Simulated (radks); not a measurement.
Results of a calculation; reference values are marked as such.
The magnesium ion Mg5+, configuration [He] 2s2 2p3. Code: a radial shooting solver on a logarithmic mesh with Libxc functionals. Model: scalar-relativistic Kohn-Sham, PBE, spin-unpolarised, spherical densities, finite nucleus; Fermi nuclear charge, rms radius 3.057 fm.

X-ray form factor f0, the Fourier transform of the density (f0(0) = 7):

sin(theta)/lambda (1/angstrom),f0 (electrons)
0.05,6.960
0.1,6.841
0.15,6.649
0.2,6.395
0.25,6.090
0.3,5.748
0.4,5.007
0.5,4.269
0.6,3.601
0.8,2.591
1,1.989
1.25,1.599
1.5,1.397
2,1.136
